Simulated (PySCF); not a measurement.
Estimate the missing entries of this data sheet.

C₄H₅O₃PS.
SMILES: `O=P(O)(O)c1ccsc1`

Conformer (atom-mapped SMILES and torsion angles): `[O:1]=[P:2]([OH:3])([OH:4])[c:5]1[cH:6][cH:7][s:8][cH:9]1`: O1–P2–C5–C6 -171°, H–O3–P2–O1 -1°, H–O4–P2–O1 -2°.

```json
{"property": "rotational constants A, B, C of the GFN2-xTB geometry", "level": "GFN2-xTB", "value": "2.795, 0.744, 0.678 GHz"}
{"property": "dipole moment", "level": "wB97X-D/def2-SVPD", "value": "?"}
{"property": "HOMO energy", "level": "wB97X-D/def2-SVPD", "value": "?"}
{"property": "LUMO energy", "level": "wB97X-D/def2-SVPD", "value": "0.76 eV"}
{"property": "lowest singlet excitation", "level": "TDDFT wB97X-D/def2-SVPD", "value": "?"}
{"property": "lowest triplet excitation (Tamm–Dancoff)", "level": "TDA wB97X-D/def2-SVPD", "value": "?"}
{"property": "static isotropic polarisability", "level": "wB97X-D/def2-SVPD", "value": "?"}
{"property": "electronic spatial extent ⟨r²⟩ about the centre of nuclear charge", "level": "wB97X-D/def2-SVPD", "value": "1649 bohr²"}
{"property": "13C chemical shifts (computed TMS as zero) by class", "level": "GIAO PBE0/pcSseg-1", "value": "?"}
{"property": "1H chemical shifts (computed TMS as zero) by class", "level": "GIAO PBE0/pcSseg-1", "value": "?"}
{"property": "isotropic shieldings of nuclei other than C and H, by class", "level": "GIAO PBE0/pcSseg-1", "value": "183 (1 O), 210 (2 O), 305 (1 P), 268 (1 S) ppm"}
```

Gas-phase values; electronic properties from PySCF, density fitting. One conformer (not necessarily the lowest) at the GFN2-xTB geometry, without solvent or vibrations. GFN2-xTB frequencies show an imaginary mode (76i cm⁻¹), so this geometry is no minimum at that level. NMR classes are plain means over equivalent atoms (diastereotopic ones count apart unless rotation or inversion swaps them), as if these changed places fast; in this geometry the members of some classes differ.

Task: Give the lowest triplet excitation (Tamm–Dancoff).

Result: 3.97 eV.

Task: The lowest singlet excitation?

Result: 5.86 eV (212 nm, f = 0.060).

Task: What are the 1H chemical shifts (computed TMS as zero) by class?

Result: 7.73 (1 H), 7.53 (1 H), 7.30 (1 H), 3.50 (2 H) ppm.

Task: The dipole moment?

Result: 1.62 D.

Task: The HOMO energy?

Result: -9.29 eV.

Task: What are the 13C chemical shifts (computed TMS as zero) by class?

Result: 141.3 (1 C), 135.9 (1 C), 135.5 (1 C), 132.4 (1 C) ppm.

Task: What is the static isotropic polarisability?

Result: 92.6 au.

The dipole matches unit charges of opposite sign 0.34 Å apart (1 e·Å = 4.8032 D). With B = h/(8π²I), that is 505.379 GHz u Å² over I, the principal moments of inertia are 180.8, 679.1 and 745.9 u Å² (most abundant isotopes); the inertial defect Ic − Ia − Ib is -114.0 u Å² (zero for a rigid planar frame, negative otherwise). The rotational constants make it an asymmetric top with κ = (2B − A − C)/(A − C) = -0.94, nearer the prolate limit (−1). The principal polarisabilities are 68.2, 91.3 and 118.3 au; their mean is the isotropic value.
